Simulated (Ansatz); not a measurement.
Isolated molecules relaxed with PBE0-D4/def2-TZVP in Ansatz; ΔE leaves out vibrations. CCSD(T)/CBS adds triple-zeta CCSD(T) − MP2 to the extrapolated MP2 energy (def2 sets, frozen cores). Functionals use def2-TZVPP. B3LYP here is the variant with VWN-RPA as its local correlation; programs differ in this. Elements past krypton have def2 core potentials. For I outer-core shells are correlated without core-valence functions, which leaves a few kJ/mol of doubt a bond. Each species was taken in one conformer, which may not be the lowest.

Reaction (cleavage of the Si–Si bond): `[SiH3][SiH2]I` + `OC1[SiH2]S1` → `[SiH3]OC1[SiH2]S1` + `[SiH3]I`

`[SiH3][SiH2]I`:

Z-matrix (Å, degrees):
```
Si
Si 1 2.335
H 1 1.485 2 109.1
H 1 1.488 2 110.3 3 120.1
H 1 1.485 2 109.0 3 -119.7
I 2 2.450 1 107.7 3 59.9
H 2 1.485 1 112.4 3 -58.4
H 2 1.485 1 112.4 3 178.3
```

`OC1[SiH2]S1`:

```xyz
8

O     0.037   -1.031   -1.312
C    -0.434   -0.036   -0.481
Si    0.666    0.584    0.869
S    -1.043   -0.559    1.233
H    -0.705   -1.555   -1.631
H    -1.169    0.628   -0.935
H     1.994   -0.048    1.019
H     0.655    2.017    1.238
```

`[SiH3]OC1[SiH2]S1`:

Cartesian coordinates in Å:
```
Si 0.300 -1.616 0.895
O -0.924 -0.673 0.308
C -0.757 0.697 0.157
Si 0.240 1.420 -1.245
S -1.846 1.465 -1.128
H -0.189 -3.010 0.831
H 0.633 -1.244 2.297
H 1.520 -1.433 0.061
H -0.840 1.237 1.100
H 0.999 2.681 -1.081
H 0.864 0.476 -2.195
```

`[SiH3]I`:

```xyz
5

Si    0.088   -0.134   -0.131
I    -0.948    1.443    1.415
H     0.437   -1.363    0.617
H     1.306    0.493   -0.694
H    -0.882   -0.440   -1.207
```

CCSD(T)/CBS gives -73.4 kJ/mol.

**Question.** Another level gave -91.6 kJ/mol. Which?
A. ωB97M-V/def2-TZVPP
B. PBE/def2-TZVPP
C. B3LYP/def2-TZVPP
D. HF/def2-TZVPP

**Answer.** D. HF/def2-TZVPP -91.6, ωB97M-V -76.9, B3LYP -72.4, PBE -49.7 kJ/mol.

Largest T1 diagnostic among the species: 0.014.

From PBE to PBE0 (25 % exact exchange), in def2-TZVPP and without D4, ΔE moves by −6.1 kJ/mol. In def2-TZVPP, CCSD(T) changes the Hartree–Fock value by +16.8 kJ/mol (the triples alone add +2.1 kJ/mol) and MP2 by +9.5 kJ/mol.
